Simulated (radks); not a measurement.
Values are calculated unless marked as measured or tabulated.
Task: Valence configurations of neutral copper (all share [Ar]). Code: a radial shooting solver on a logarithmic mesh with Libxc functionals. Model: non-relativistic Kohn-Sham, PBE, spin-polarised, spherical densities, point nucleus; open shells are filled with parallel spins first. Order these by energy: 3d9 4s1 4p1; 3d8.5 4s2 4p0.5; 3d10 4s1; 3d10 4p1; 3d8 4s1 4p2; 3d8 4s2 4p1; 3d9.5 4s1 4p0.5; 3d9 4s2; 3d7 4s1 4p3; 3d9.5 4s1.5.

Result: From the lowest, in eV above it: 3d10 4s1 0.000; 3d9.5 4s1.5 0.863; 3d9 4s2 2.376; 3d9.5 4s1 4p0.5 2.545; 3d10 4p1 4.009; 3d9 4s1 4p1 6.163; 3d8.5 4s2 4p0.5 7.072; 3d8 4s2 4p1 13.088; 3d8 4s1 4p2 17.017; 3d7 4s1 4p3 33.264. NIST lists [Ar] 3d10 4s1 as the ground configuration; this level of theory agrees among the configurations tried. The energies are those of spherical high-spin densities, not of single terms.
